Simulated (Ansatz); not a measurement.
Molecule: C5H7 (charge 0, doublet). It need not be the lowest isomer of its formula. 
Geometry from a B3LYP-D3(BJ)/def2-TZVP (Ansatz, a program for electronic structure) optimisation:
```
C
C 1 1.3381
H 1 1.0845 2 118.24
H 2 1.0859 1 117.02 3 0.00
C 1 1.4623 3 115.62 2 -180.00
C 5 1.3137 1 124.55 3 0.00
H 6 1.0792 5 138.05 1 0.00
H 5 1.0877 6 118.26 7 180.00
C 2 1.4944 4 115.27 1 180.00
H 9 1.0885 2 113.13 4 -180.00
H 9 1.0940 10 107.90 8 122.62
H 9 1.0940 10 107.90 11 114.75
```
Charge 0, spin multiplicity 2.

Problem. Give the harmonic wavenumbers at B3LYP-D3(BJ)/def2-TZVP (Ansatz, finite differences of forces, unscaled).

Solution. 112, 133, 226, 371, 379, 606, 658, 756, 834, 896, 937, 1004, 1021, 1062, 1149, 1260, 1290, 1409, 1434, 1480, 1488, 1628, 1690, 3023, 3059, 3109, 3122, 3137, 3162, 3234 cm⁻¹. Zero-point energy 62.4 kcal/mol.

Problem. From these and the geometry, give the ideal-gas thermochemistry at 298.15 K and 1 atm (rigid rotor, harmonic oscillator).

Solution. Point group Cs, rotational symmetry number 1. Rotational constants 16.49, 2.791, 2.423 GHz. S(trans) 38.53, S(rot) 25.47, S(vib) 12.08, S(elec, spin only) 1.38, S 77.5 cal/(mol K). H(298) - H(0) 4.44 kcal/mol; G - E(el) 43.8 kcal/mol.
